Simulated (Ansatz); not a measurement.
Input file for C3H9AlClN, SMILES `CC(C)[NH][AlH][Cl]`:

```yaml
crystal:
  periodic: [false, false, false]
  atoms:
    - {symbol: C, position_ang: [0.168791, 1.384474, -1.001726]}
    - {symbol: C, position_ang: [-0.174769, 0.407105, 0.113559]}
    - {symbol: C, position_ang: [-1.681313, 0.236408, 0.249146]}
    - {symbol: N, position_ang: [0.487484, -0.872596, -0.081942]}
    - {symbol: Al, position_ang: [1.668635, -1.641741, 0.967389]}
    - {symbol: Cl, position_ang: [2.427307, -3.508048, 0.374285]}
    - {symbol: H, position_ang: [-0.183415, 1.001323, -1.964954]}
    - {symbol: H, position_ang: [-0.302505, 2.356726, -0.836630]}
    - {symbol: H, position_ang: [1.248521, 1.529121, -1.071873]}
    - {symbol: H, position_ang: [0.204318, 0.823072, 1.056026]}
    - {symbol: H, position_ang: [-1.922700, -0.438662, 1.072361]}
    - {symbol: H, position_ang: [-2.100057, -0.188217, -0.668994]}
    - {symbol: H, position_ang: [-2.174806, 1.194919, 0.429121]}
    - {symbol: H, position_ang: [0.190832, -1.322232, -0.937930]}
    - {symbol: H, position_ang: [2.143677, -0.961643, 2.302162]}
basis:
  gaussian: {orbitals: def2-TZVPP}
correlation: {method: ccsd_t}
```

```sh
$ ansatz run in.yaml --threads 2 --pin off --events-out ev --progress --plain --max-ram 32768MiB --backend cuda --devices 0, --max-vram 18GiB
```

Output of Ansatz, abridged:

```
Functional definition: HF
  name "HF"
  cite "Fock, Z. Phys. 61, 126 (1930) doi:10.1007/BF01340294"
  parent pbe
  exchange = exact_x
  correlation = 0
1945 factors; integrals over basis functions are off by at most 1.1e-3 eV
mean field evaluation 1: about -23801.9922 eV, gradient 4.5e1 eV
mean field evaluation 2: about -23802.2331 eV, gradient 4.6e1 eV
mean field evaluation 4: about -23807.4687 eV, gradient 5.2e0 eV
mean field evaluation 8: about -23807.5633 eV, gradient 2.6e-1 eV
mean field -23807.56358615 eV, -874.9118244448 hartree, gradient 3.3e-6 eV, S^2 0.000000; 0 other end points of the search recorded, 0 dependent functions left out
14 core orbitals not correlated: weight in the atoms' cores, before any rotation towards them, 1.000 or more for the frozen orbitals, at most 0.000 for the correlated occupied ones
reference -23807.56358615 eV, -874.9118244448 hartree; 18, 18 occupied and 302, 302 virtual orbitals, 1945 factors
second order -27.34670239 eV of doubles, -0.00000000 eV of singles
cycle   1  -28.31007594 eV  change   -9.6e-1 eV  update   1.0e-1
cycle   2  -28.95750033 eV  change   -6.5e-1 eV  update   2.9e-2
cycle   3  -29.07425967 eV  change   -1.2e-1 eV  update   1.5e-2
cycle   4  -29.06606303 eV  change    8.2e-3 eV  update   3.9e-3
cycle   5  -29.06554055 eV  change    5.2e-4 eV  update   2.2e-3
cycle   6  -29.06603196 eV  change   -4.9e-4 eV  update   7.6e-4
cycle   7  -29.06575517 eV  change    2.8e-4 eV  update   2.9e-4
cycle   8  -29.06575915 eV  change   -4.0e-6 eV  update   8.4e-5
cycle   9  -29.06577471 eV  change   -1.6e-5 eV  update   2.6e-5
perturbative correction -1.15523310 eV, -0.0424540333 hartree
Total energy: -23837.78459396 eV, -876.0224259972 hartree
```

Run time 11 s (2 threads of an AMD EPYC 7R13 on a shared host and a share of an NVIDIA H100 80 GB); peak host memory 0.85 GiB.

The correlation energy is -30.221 eV, 3.8 % of it from (T); the T1 diagnostic reads 0.0101.
